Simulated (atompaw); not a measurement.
**Reading a pseudo-wave (tellurium (Te))**

Columns: radius, all-electron u(r) and pseudo u(r) of the 5p shell (level -5.95 eV) of tellurium in the configuration [Kr] 4d10 5s2 5p4; PBE, scalar-relativistic, PAW (atompaw) scheme, atompaw 4.2.0.5.

```tsv
r (bohr)	all-electron	pseudo
0.100	-0.0676	0.0018
0.200	0.1815	0.0072
0.300	0.1378	0.0162
0.400	-0.0574	0.0289
0.500	-0.2264	0.0455
0.600	-0.3056	0.0658
0.700	-0.2969	0.0901
0.800	-0.2259	0.1184
0.900	-0.1194	0.1507
1.000	0.0015	0.1868
1.100	0.1226	0.2265
1.200	0.2358	0.2695
1.300	0.3365	0.3154
1.400	0.4229	0.3633
1.500	0.4949	0.4123
1.600	0.5530	0.4612
1.700	0.5985	0.5085
1.800	0.6327	0.5527
1.900	0.6566	0.5919
2.000	0.6719	0.6245
2.100	0.6795	0.6488
2.200	0.6808	0.6638
2.300	0.6767	0.6693
2.400	0.6681	0.6660
2.500	0.6558	0.6556
2.600	0.6407	0.6407
```

(1) How many radial nodes do the two functions have?

(2) Is the pseudo-wave norm-conserving?

Answers

(1) The all-electron 5p function has n − l − 1 = 3; the pseudo-wave has 0, since the states of the same l below it are removed with the core.

(2) No, it belongs to a PAW set: the norm inside the radius is not constrained, and the difference is carried by the augmentation charge.
